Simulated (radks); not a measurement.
Results of a calculation; reference values are marked as such.
Question: All-electron atom: the caesium ion Cs3.25+ in [Kr] 4d10 5p(up 2.5, down 2.5) 5s(up 0.75, down 0) (fractional occupations, a model configuration). Code: a radial shooting solver on a logarithmic mesh with Libxc functionals. Model: scalar-relativistic Kohn-Sham, PBE, spin-polarised, spherical densities, point nucleus. Some entries of the table are withheld. Estimate them.

| orbital | occ. | eigenvalue (eV) | r(max) (bohr) |
|---|---|---|---|
| 1s up | 1 | -35835.76 | 0.01678 |
| 1s down | 1 | -35835.70 | 0.01678 |
| 2s up | 1 | -5650.918 | 0.09488 |
| 2s down | 1 | -5650.882 | 0.09488 |
| 2p up | 3 | -5072.620 | 0.07619 |
| 2p down | 3 | -5072.582 | 0.07619 |
| 3s up | 1 | -1202.638 | 0.2725 |
| 3s down | 1 | -1202.584 | 0.2725 |
| 3p up | 3 | -1016.559 | 0.2666 |
| 3p down | 3 | -1016.503 | 0.2666 |
| 3d up | 5 | -743.5250 | 0.2204 |
| 3d down | 5 | -743.4733 | 0.2204 |
| 4s up | 1 | -255.0939 | 0.6424 |
| 4s down | 1 | -254.9792 | 0.6425 |
| 4p up | 3 | -195.5546 | (1) |
| 4p down | 3 | -195.4262 | (2) |
| 4d up | 5 | -108.8217 | 0.7199 |
| 4d down | 5 | -108.6261 | 0.7198 |
| 5s up | 0.75 | -58.2127 | 1.510 |
| 5s down | 0 | -57.4726 | 1.510 |
| 5p up | 2.5 | -43.4248 | (3) |
| 5p down | 2.5 | -42.7556 | (4) |

Answer: 
(1) 4p up r(max) (bohr): 0.6727
(2) 4p down r(max) (bohr): 0.6727
(3) 5p up r(max) (bohr): 1.698
(4) 5p down r(max) (bohr): 1.702
